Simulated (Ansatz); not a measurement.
**Nudged elastic band run: GeH₅NS**

Input file:

```yaml
crystal:
  periodic: [false, false, false]
  atoms:
    - { symbol: "N", position_ang: [-1.010901, 0.49632, -0.61844] }
    - { symbol: Ge, position_ang: [0.59653, 0.278354, 0.206897] }
    - { symbol: S, position_ang: [0.964462, -1.911292, 0.444293] }
    - { symbol: H, position_ang: [-1.445635, 1.398953, -0.57062] }
    - { symbol: H, position_ang: [-1.132992, 0.095803, -1.529479] }
    - { symbol: H, position_ang: [0.503372, 0.997052, 1.555218] }
    - { symbol: H, position_ang: [1.818326, 0.772177, -0.581162] }
    - { symbol: H, position_ang: [-0.200962, -2.184467, 1.037392] }
basis:
  gaussian: { orbitals: def2-SVP }
hamiltonian:
  xc: hf
neb:
  order_check: false
  images: 5
  f_tol: 0.05
  max_iterations: 60
  final_atoms:
    - { symbol: "N", position_ang: [-1.35563481, 1.1544612, -0.87842985] }
    - { symbol: Ge, position_ang: [0.27359162, 1.34287169, -0.11725071] }
    - { symbol: S, position_ang: [1.3031265, -2.01402837, 0.1772446] }
    - { symbol: H, position_ang: [-2.18539588, 0.8389879, -0.41519088] }
    - { symbol: H, position_ang: [-1.50137305, 1.29266289, -1.85953059] }
    - { symbol: H, position_ang: [-0.21900637, 0.97820643, 1.34746254] }
    - { symbol: H, position_ang: [2.58896869, -1.65539079, 0.18307761] }
    - { symbol: H, position_ang: [1.1879233, -1.99487095, 1.50671628] }
  initial_path:
    images:
      - { positions_ang: [[-1.010901, 0.49632, -0.61844], [0.59653, 0.278354, 0.206897], [0.964462, -1.911292, 0.444293], [-1.445635, 1.398953, -0.57062], [-1.132992, 0.095803, -1.529479], [0.503372, 0.997052, 1.555218], [1.818326, 0.772177, -0.581162], [-0.200962, -2.184467, 1.037392]] }
      - { positions_ang: [[-1.07103506, 0.49049899, -0.60164426], [0.54027269, 0.34957284, 0.2159457], [1.03917085, -1.80180385, 0.37341605], [-1.45660097, 1.44518015, -0.58534518], [-1.12239067, 0.13156019, -1.54756166], [0.43603386, 1.00573819, 1.6009639], [1.80752366, 0.45275131, -0.53332018], [-0.08077437, -2.13059783, 1.02164463]] }
      - { positions_ang: [[-1.13116912, 0.48467799, -0.58484852], [0.48401538, 0.42079168, 0.22499441], [1.1138797, -1.69231569, 0.30253911], [-1.46756695, 1.4914073, -0.60007035], [-1.11178933, 0.16731739, -1.56564432], [0.36869573, 1.01442438, 1.6467098], [1.79672132, 0.13332562, -0.48547837], [0.03941327, -2.07672866, 1.00589725]] }
      - { positions_ang: [[-1.19130318, 0.47885698, -0.56805279], [0.42775807, 0.49201052, 0.23404311], [1.18858855, -1.58282754, 0.23166216], [-1.47853292, 1.53763445, -0.61479553], [-1.101188, 0.20307458, -1.58372698], [0.30135759, 1.02311056, 1.6924557], [1.78591898, -0.18610007, -0.43763655], [0.1596009, -2.02285949, 0.99014988]] }
      - { positions_ang: [[-1.24608039, 0.70405839, -0.67151181], [0.37636926, 0.77563091, 0.11694517], [1.22676787, -1.72656115, 0.21352297], [-1.71415391, 1.30475227, -0.54826065], [-1.23458301, 0.56627069, -1.67566152], [0.12790294, 1.00814252, 1.57745798], [2.05360222, -0.67586364, -0.23073183], [0.50237503, -2.01352997, 1.16233868]] }
      - { positions_ang: [[-1.3008576, 0.9292598, -0.77497083], [0.32498044, 1.0592513, -0.00015277], [1.26494718, -1.87029476, 0.19538379], [-1.94977489, 1.07187008, -0.48172576], [-1.36797803, 0.92946679, -1.76759606], [-0.04555172, 0.99317448, 1.46246026], [2.32128546, -1.16562721, -0.02382711], [0.84514917, -2.00420046, 1.33452748]] }
      - { positions_ang: [[-1.35563481, 1.1544612, -0.87842985], [0.27359162, 1.34287169, -0.11725071], [1.3031265, -2.01402837, 0.1772446], [-2.18539588, 0.8389879, -0.41519088], [-1.50137305, 1.29266289, -1.85953059], [-0.21900637, 0.97820643, 1.34746254], [2.58896869, -1.65539079, 0.18307761], [1.1879233, -1.99487095, 1.50671628]] }
```

Command:

```bash
$ ansatz run input.yaml --threads 1 --pin off --max-ram 2048MiB --backend cpu --events-out ev --progress --plain --runs-dir out
```

Output, in part (warnings, iteration lines, the closing report on the highest movable image, with atoms numbered from 0):

```
NEB end point (image 0): max|allowed force component| = 1.989e-2 eV/Å (the criterion of neb.relax_end_points is 1.000e-2)
NEB end point (image 6): max|allowed force component| = 1.288e-2 eV/Å (the criterion of neb.relax_end_points is 1.000e-2)
NEB iter   1: max|band force component| = 3.217e1 eV/Å  barrier→ = 6.8321 eV  barrier← = 5.6275 eV  Δτ_max = 0.1994 Å  (242 SCF iters)
NEB iter   2: max|band force component| = 2.737e0 eV/Å  barrier→ = 3.5352 eV  barrier← = 2.3306 eV  Δτ_max = 0.1980 Å  (164 SCF iters)
NEB iter   3: max|band force component| = 1.661e0 eV/Å  barrier→ = 3.2154 eV  barrier← = 2.0108 eV  Δτ_max = 0.1959 Å  (163 SCF iters)
NEB iter   4: max|band force component| = 2.515e0 eV/Å  barrier→ = 3.2286 eV  barrier← = 2.0240 eV  Δτ_max = 0.0988 Å  (167 SCF iters)
NEB iter   5: max|band force component| = 2.483e0 eV/Å  barrier→ = 3.1553 eV  barrier← = 1.9506 eV  Δτ_max = 0.1003 Å  (155 SCF iters)
NEB iter   6: max|band force component| = 9.245e-1 eV/Å  barrier→ = 3.0144 eV  barrier← = 1.8098 eV  Δτ_max = 0.2000 Å  (155 SCF iters)
NEB iter   7: max|band force component| = 1.454e0 eV/Å  barrier→ = 2.6280 eV  barrier← = 1.4234 eV  Δτ_max = 0.0974 Å  (158 SCF iters)
NEB iter   8: max|band force component| = 1.591e0 eV/Å  barrier→ = 2.1974 eV  barrier← = 0.9928 eV  Δτ_max = 0.0502 Å  (162 SCF iters)
NEB iter   9: max|band force component| = 5.517e-1 eV/Å  barrier→ = 1.9872 eV  barrier← = 0.7826 eV  Δτ_max = 0.1016 Å  (164 SCF iters)
NEB iter  10: max|band force component| = 1.580e0 eV/Å  barrier→ = 1.9304 eV  barrier← = 0.7257 eV  CI = image 4  Δτ_max = 0.1002 Å  (166 SCF iters)
NEB iter  11: max|band force component| = 1.822e0 eV/Å  barrier→ = 2.0810 eV  barrier← = 0.8764 eV  CI = image 4  Δτ_max = 0.2000 Å  (163 SCF iters)
NEB iter  12: max|band force component| = 2.249e0 eV/Å  barrier→ = 2.6176 eV  barrier← = 1.4130 eV  CI = image 4  Δτ_max = 0.1966 Å  (163 SCF iters)
NEB iter  13: max|band force component| = 1.707e0 eV/Å  barrier→ = 2.7046 eV  barrier← = 1.5000 eV  CI = image 4  Δτ_max = 0.1338 Å  (162 SCF iters)
NEB iter  14: max|band force component| = 1.339e0 eV/Å  barrier→ = 2.9387 eV  barrier← = 1.7341 eV  CI = image 4  Δτ_max = 0.1948 Å  (163 SCF iters)
NEB iter  15: max|band force component| = 1.312e0 eV/Å  barrier→ = 3.0510 eV  barrier← = 1.8464 eV  CI = image 4  Δτ_max = 0.2000 Å  (161 SCF iters)
NEB iter  16: max|band force component| = 7.357e-1 eV/Å  barrier→ = 2.9671 eV  barrier← = 1.7625 eV  CI = image 4  Δτ_max = 0.1438 Å  (166 SCF iters)
NEB iter  17: max|band force component| = 4.146e-1 eV/Å  barrier→ = 2.9365 eV  barrier← = 1.7319 eV  CI = image 4  Δτ_max = 0.1344 Å  (165 SCF iters)
NEB iter  18: max|band force component| = 2.194e-1 eV/Å  barrier→ = 2.9309 eV  barrier← = 1.7262 eV  CI = image 4  Δτ_max = 0.0812 Å  (165 SCF iters)
NEB iter  19: max|band force component| = 1.915e-1 eV/Å  barrier→ = 2.9276 eV  barrier← = 1.7230 eV  CI = image 4  Δτ_max = 0.0183 Å  (155 SCF iters)
NEB iter  20: max|band force component| = 1.643e-1 eV/Å  barrier→ = 2.9264 eV  barrier← = 1.7218 eV  CI = image 4  Δτ_max = 0.0187 Å  (138 SCF iters)
NEB iter  21: max|band force component| = 1.501e-1 eV/Å  barrier→ = 2.9244 eV  barrier← = 1.7197 eV  CI = image 4  Δτ_max = 0.0151 Å  (144 SCF iters)
NEB iter  22: max|band force component| = 1.064e-1 eV/Å  barrier→ = 2.9238 eV  barrier← = 1.7192 eV  CI = image 4  Δτ_max = 0.0059 Å  (137 SCF iters)
NEB iter  23: max|band force component| = 6.652e-2 eV/Å  barrier→ = 2.9236 eV  barrier← = 1.7190 eV  CI = image 4  Δτ_max = 0.0036 Å  (129 SCF iters)
NEB iter  24: max|band force component| = 2.745e-2 eV/Å  barrier→ = 2.9236 eV  barrier← = 1.7190 eV  CI = image 4  Δτ_max = 0.0000 Å  (307 SCF iters)
Total energy: -68838.07235004 eV, -2529.7524987425 hartree
Atom 0 at    -1.015159     1.023537    -0.862426 Å, force     0.023249    -0.009649     0.007127 eV/Å
Atom 1 at     0.449511     0.658500     0.111793 Å, force    -0.023713     0.005988    -0.012024 eV/Å
Atom 2 at     0.712174    -2.011958     0.273499 Å, force     0.000734     0.001259     0.001490 eV/Å
Atom 3 at    -1.935765     0.920631    -0.480192 Å, force    -0.001034     0.000336     0.006969 eV/Å
Atom 4 at    -1.007326     0.902258    -1.856070 Å, force     0.001638     0.002879    -0.001769 eV/Å
Atom 5 at     0.063705     0.910725     1.574275 Å, force     0.000302     0.000052    -0.000584 eV/Å
Atom 6 at     1.514000    -0.499942    -0.285060 Å, force    -0.000824    -0.000439     0.000258 eV/Å
Atom 7 at     1.311059    -1.960851     1.468279 Å, force    -0.000352    -0.000426    -0.001466 eV/Å
Dipole moment:    -0.139440     0.470535    -0.013667 e Å
```

The run converged. A structure lower than the first end lies on the path between it and the top, so the climb from that side starts below the end, which may itself be a saddle point or a shallow side well. Neighbouring images differ by up to 2.7 eV, so the band resolves the path poorly. A vibrational analysis at the climbing image gives one clearly imaginary mode, 1456i cm⁻¹: a first-order saddle point. The orbitals stay closed-shell, which can raise the energy where a bond breaks towards radicals; this wasn't checked here.

Final band (atoms are numbered from 1 in the order of the input):

```csv
image,path coordinate (Å),energy (eV),Ge2–S3 (Å),Ge2–H7 (Å),S3–H7 (Å)
0,0.00,0.00,2.23,1.54,3.00
1,1.02,-0.02,2.25,1.53,3.01
2,2.05,0.01,2.26,1.53,3.11
3,3.07,0.20,2.28,1.51,2.82
4,4.10,2.92,2.69,1.62,1.80
5,5.25,1.30,3.36,2.92,1.34
6,6.40,1.20,3.52,3.80,1.33
```

Time of the run: 2.6 min on 1 thread of Intel(R) Xeon(R) 6975P-C (Granite Rapids), with other jobs on the host, peak memory 0.2 GiB.
